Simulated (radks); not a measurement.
All-electron atom: Eu in [Xe] 4f7 6s2. All-electron calculation, scalar-relativistic Kohn-Sham, LDA (Slater exchange, VWN5 correlation), spin-polarised, spherical densities, finite nucleus; open shells are filled with parallel spins first (spin-orbit coupling, left out, can overturn this in heavy ions); Fermi nuclear charge, rms radius 5.1115 fm. Program: a radial shooting solver on a logarithmic mesh with Libxc functionals.

Unscreened Slater integrals over Kohn-Sham orbitals (eV). They are taken over the spin-up orbitals.

integral,value
"F0(6s,6s)",5.9042
"F0(6s,4f)",7.7117
"G3(6s,4f)",0.28546
"F0(6s,5p)",7.4294
"G1(6s,5p)",0.52201
"F0(6s,5s)",7.5349
"G0(6s,5s)",0.27105
"F0(4f,4f)",27.122
"F2(4f,4f)",12.466
"F4(4f,4f)",7.7429
"F6(4f,4f)",5.5489
"F0(4f,5p)",17.922
"F2(4f,5p)",6.3739
"G2(4f,5p)",3.6308
"G4(4f,5p)",2.7282
"F0(4f,5s)",20.250
"G3(4f,5s)",4.1391
"F0(5p,5p)",15.148
"F2(5p,5p)",8.1085
"F0(5p,5s)",16.300
"G1(5p,5s)",10.819
"F0(5s,5s)",17.827

Derived for the open shells (J is the average intra-shell exchange parameter used in DFT+U). 4f: F4/F2 = 0.621, F6/F2 = 0.445, J = (286 F2 + 195 F4 + 250 F6)/6435 = 1.004 eV.
